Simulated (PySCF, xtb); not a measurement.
Si(CCH)(OH)3 (C₂H₄O₃Si), SMILES O[Si](O)(C#C)O.

GFN2-xTB (xtb 6.7.1) at its own geometry gives an orbital gap of 6.27 eV and a dipole moment of 0.75 D.

The structure is a stationary point at PBE-D3(BJ)/def2-SVP. The structure was generated by enumeration, and PubChem lists no compound with its InChIKey, so it may never have been made. The values are those of a single conformer.

**Question.** What does PBE/def2-TZVP run with PySCF give? (The exact figures need the calculation; the answer reports its results.)

**Answer.** gap 5.92 eV (levels -7.13 and -1.21 eV), dipole 2.60 D.
